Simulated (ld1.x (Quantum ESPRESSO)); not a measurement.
**An all-electron radial function and its pseudo partner (sulfur)**

Columns: radius, all-electron u(r) and pseudo u(r) of the 3s shell (level -39.32 eV) of sulfur in the configuration [Ne] 3s2 3p2; PBEsol, scalar-relativistic, TM scheme, ld1.x (Quantum ESPRESSO) 7.5.

```csv
r (bohr),all-electron,pseudo
0.070,0.2100,0.0259
0.140,-0.0457,0.0528
0.210,-0.2919,0.0815
0.280,-0.4199,0.1131
0.350,-0.4325,0.1485
0.420,-0.3607,0.1889
0.490,-0.2368,0.2352
0.560,-0.0864,0.2880
0.630,0.0719,0.3478
0.700,0.2257,0.4140
0.770,0.3673,0.4854
0.840,0.4923,0.5595
0.910,0.5991,0.6329
0.980,0.6873,0.7018
1.050,0.7574,0.7625
1.120,0.8106,0.8118
1.190,0.8480,0.8481
1.260,0.8713,0.8713
1.330,0.8824,0.8824
1.400,0.8829,0.8829
1.470,0.8744,0.8744
1.540,0.8584,0.8584
1.610,0.8365,0.8365
1.680,0.8098,0.8098
1.750,0.7794,0.7794
1.820,0.7464,0.7464
```

Q: How many radial nodes do the two functions have?

A: The all-electron 3s function has n − l − 1 = 2; the pseudo-wave has 0, since the states of the same l below it are removed with the core.

Q: At about which radius was the pseudo-wave matched?

A: 1.40 bohr. The columns agree to 0.0005 from 1.19 bohr on; several derivatives are matched, so the curves merge somewhat inside the radius.

Q: Is the pseudo-wave norm-conserving?

A: Yes: the TM scheme keeps the norm inside the radius equal to the all-electron one, which fixes the energy derivative of the logarithmic derivative at the level.
